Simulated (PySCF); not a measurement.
This script is equivalent to a calculation on I²²⁺ (iodine, charge +22).

```python
from pyscf import gto, scf, dft, mp, cc
mol = gto.M(atom="I 0 0 0", charge=22, spin=1, symmetry="D2h",
            basis=gto.etbs([(0, 20, 1.2, 2.5), (1, 14, 1.5, 2.5), (2, 9, 2.7, 2.5), (3, 5, 9.1, 2.7), (4, 4, 14, 2.7)]),
            nucmod="G")
mf = scf.UHF(mol).sfx2c1e()
mf.irrep_nelec = {'Ag': (6, 6), 'B1g': (1, 1), 'B2g': (1, 1), 'B3g': (1, 1), 'B1u': (2, 2), 'B2u': (3, 2), 'B3u': (2, 2)}
mf.kernel()
```

What total energy does it give?

-6898.01161 hartree (calculated).

Which occupied shell lies highest, and where?

4p α, at -673.59 eV.

What is ⟨S²⟩, and what would a pure spin state give?

0.752, against 0.75.

Spin-orbit coupling, absent here, splits the open shell strongly.
